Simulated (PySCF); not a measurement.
Cu: ionisation energy

Cu [Ar] 3d10 4s1 (2S) → Cu⁺ [Ar] 3d10 (1S), as a difference of total energies. Computed with PySCF 2.14 in x2c-SVPall, with the spin-free X2C one-electron Hamiltonian (Gaussian nucleus). Correlated levels: valence: [Ar] frozen. The calculations carry no spin-orbit coupling.

```tsv
method	ionisation energy (eV)
UHF	6.561
MN15	7.774
M06-2X	7.725
MP2 (valence)	7.149
SCS-MP2 (valence)	7.070
CCSD (valence)	7.080
CCSD(T) (valence)	7.185
```

Errors of the correlated levels include the incompleteness of this basis and the frozen core.

Task: Which method comes closest to the reference value, and which is furthest?

Result: The reference is 7.726 eV (measured; NIST Atomic Spectra Database, ionization energies). Closest: M06-2X (error -0.001 eV); furthest: UHF (error -1.165 eV).
